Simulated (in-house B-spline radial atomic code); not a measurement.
## Binding energies in Te IV (Te3+)

NIST's tabulated ground configuration is [Kr] 4d10 5s2 5p1; each binding energy is the energy of the ion with one electron taken from that subshell, relaxed, less that of the parent. All numbers are computed (Dirac-Hartree-Fock, average of configuration; Fermi nucleus of rms radius 4.7423 fm) with a radial B-spline atomic code at the basis-set limit, not measured. Energies include first-order Breit, QED and recoil terms.

| subshell | X-ray name | binding energy (eV) | -ε (eV) | relaxation (eV) |
| --- | --- | --- | --- | --- |
| 1s | K | 31855.6 | 32030.0 | 65.2 |
| 2s | L1 | 4988.6 | 5034.3 | 34.3 |
| 3s | M1 | 1052.5 | 1068.4 | 14.0 |
| 3d3/2 | M4 | 625.2 | 641.3 | 15.6 |
| 3d5/2 | M5 | 614.8 | 630.4 | 15.4 |
| 4s | N1 | 220.1 | 224.3 | 3.9 |
| 4d3/2 | N4 | 81.92 | 84.76 | 2.84 |
| 4d5/2 | N5 | 80.46 | 83.18 | 2.76 |
| 5s | O1 | 46.12 | 46.48 | 0.32 |
| 5p | O2,3 | 36.04 | 36.24 | 0.19 |

Relaxation = -ε minus the binding energy without Breit, QED and recoil terms.

Task: What does it cost to remove both a 2s and a 4d3/2 electron?

Result: 5094.9 eV, which is 24.43 eV more than the two single binding energies together.

Task: What does it cost to remove both a 4s and a 5p electron?

Result: 268.95 eV, which is 12.81 eV more than the two single binding energies together.
